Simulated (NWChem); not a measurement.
Species: trimethylsulfonium (C3H9S cation); SMILES [S+](C)(C)C

Results from NWChem. All runs use the structure optimised with B3LYP/6-31G* (spherical d). Level PBE/def2-SVP: energy and gradient; each run changes one setting, and changes count from the defaults (medium grid, exact Coulomb integrals, symmetry on).

| setting | size of the energy change (μHa) | largest change of a gradient component (μHa/bohr) |
|---|---|---|
| defaults | < 10 | < 30 |
| Coulomb fitting, Ahlrichs set | 500 | 50 |
| coarse grid | 30 | 100 |
| Becke weights | 20 | 100 |
| symmetry off | 20 | other frame |
| tight SCF thresholds and tolerances | < 10 | < 30 |
| Coulomb fitting, Weigend set | 300 | 40 |
